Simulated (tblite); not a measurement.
C₁₀H₁₆.
Geometry (GFN2-xTB, Å), atoms numbered from 1 in this order:
```
atom  x, y, z in Å
C1     3.0348   -0.3516   -0.0824
C2     2.4109   -1.5094   -0.8015
C3     1.5975   -0.6994    0.1619
C4     0.5047    0.2106   -0.3540
C5     0.1952    1.3396    0.6412
C6    -0.7985    0.7266    1.6295
C7    -1.6504   -0.2131    0.7819
C8    -2.7122    0.4746   -0.0946
C9    -1.8916    0.1506   -1.3515
C10   -0.8246   -0.5391   -0.4829
H11    3.2512    0.5407   -0.6508
H12    3.7574   -0.5560    0.6932
H13    2.7059   -2.5095   -0.5212
H14    2.2050   -1.3991   -1.8556
H15    1.3628   -1.1663    1.1106
H16    0.8187    0.6154   -1.3207
H17    1.0959    1.7055    1.1325
H18   -0.2720    2.1730    0.1158
H19   -1.4018    1.4838    2.1308
H20   -0.2663    0.1596    2.3946
H21   -2.0229   -1.0624    1.3537
H22   -3.6907   -0.0006   -0.0651
H23   -2.8359    1.5370    0.1066
H24   -1.5300    1.0207   -1.8965
H25   -2.3923   -0.5149   -2.0520
H26   -0.6718   -1.5937   -0.7102
```

Computed with GFN2-xTB (tblite): harmonic, unscaled wavenumbers at the GFN2-xTB geometry, gas phase. Errors from tens to a few hundred cm⁻¹ against measured bands are possible. One conformer, not necessarily the lowest.

Harmonic wavenumbers (cm⁻¹): 57.8, 78.0, 139.7, 166.5, 250.5, 302.7, 366.7, 397.0, 434.2, 599.0, 670.2, 768.1, 785.9, 796.0, 832.0, 856.3, 866.6, 913.7, 925.6, 964.5, 981.6, 993.6, 1009.5, 1014.9, 1041.3, 1054.0, 1066.3, 1071.0, 1075.4, 1084.7, 1108.5, 1115.4, 1125.1, 1157.5, 1165.1, 1171.4, 1187.9, 1194.9, 1208.9, 1234.2, 1251.4, 1253.5, 1256.4, 1272.0, 1276.5, 1292.6, 1304.2, 1318.1, 1324.2, 1407.2, 1443.7, 1473.2, 1480.7, 1490.2, 1495.1, 1500.6, 2940.2, 2971.4, 2976.7, 2983.7, 2991.9, 2992.8, 2997.4, 3008.9, 3009.6, 3011.3, 3016.3, 3047.5, 3084.7, 3086.0, 3086.7, 3105.3.

A = 2789, B = 921.9, C = 807.1 MHz; mass 136.125 u (most abundant isotopes); point group C1, symmetry number 1.

**Question.** What is the zero-point energy?

**Answer.** ½Σν̃ = 51691 cm⁻¹ = 147.79 kcal/mol.

**Question.** Give the ideal-gas entropy at 298.15 K and 1 bar in the rigid-rotor, harmonic-oscillator model (classical rotation).

**Answer.** Translation 40.66, rotation 29.43, vibration 23.78: S = 93.9 cal/(mol K).

**Question.** And Cp and H(298.15 K) − H(0)?

**Answer.** Cp = 38.23 cal/(mol K), of which vibrations give 30.28 (their classical limit is 72 R = 143.1); H(298.15 K) − H(0) = 6.29 kcal/mol without the zero-point energy, 3.92 from vibrations.

**Question.** Blend soft modes into free rotors: weight 1/[1 + (100 cm⁻¹/ν̃)⁴] for the oscillator and the rest for a rotor with moment μB/(μ + B), μ = h/(8π²ν), B = 10⁻⁴⁴ kg m². What vibrational entropy results?

**Answer.** 22.09 cal/(mol K) in place of 23.78, which changes −T·S at 298.15 K by +0.50 kcal/mol.

**Question.** How do the functions run with temperature in this model?

**Answer.** 
```csv
T (K),S (cal/(mol K)),Cp (cal/(mol K)),H − H(0) (kcal/mol),G − H(0) (kcal/mol),ln q(vib)
100,67.8,16.3,1.18,-5.60,1.26
200,81.6,25.0,3.22,-13.09,3.27
300,94.1,38.5,6.36,-21.87,5.39
500,120.9,67.8,17.09,-43.35,10.29
800,159.6,96.5,42.16,-85.54,18.59
1000,182.5,108.7,62.74,-119.80,24.17
```

q(vib) and H(0) count from the zero-point level.

**Question.** Which modes carry the vibrational entropy at 298.15 K?

**Answer.** 57.8 cm⁻¹: 4.53; 78.0 cm⁻¹: 3.94; 139.7 cm⁻¹: 2.81; 166.5 cm⁻¹: 2.47; 250.5 cm⁻¹: 1.73; 302.7 cm⁻¹: 1.40 cal/(mol K); the other 66 give 6.89 together.

**Question.** What must be added to the electronic energy to get the Gibbs energy at 298.15 K and 1 bar?

**Answer.** ZPE + [H(298.15 K) − H(0)] − T·S = 147.79 + 6.29 − 27.99 = 126.09 kcal/mol.

Hindered rotation and anharmonicity are outside this model. Other conformers, if any are populated, would add a mixing term that is left out. The structure is chiral; the term R ln 2 for an equal mix with its mirror image is left out.

Hardware: one thread of an Intel Xeon at 2.70 GHz, no GPU (shared host). Cost: 3.3 s of wall time. This covers the Hessian and the dipole derivatives.
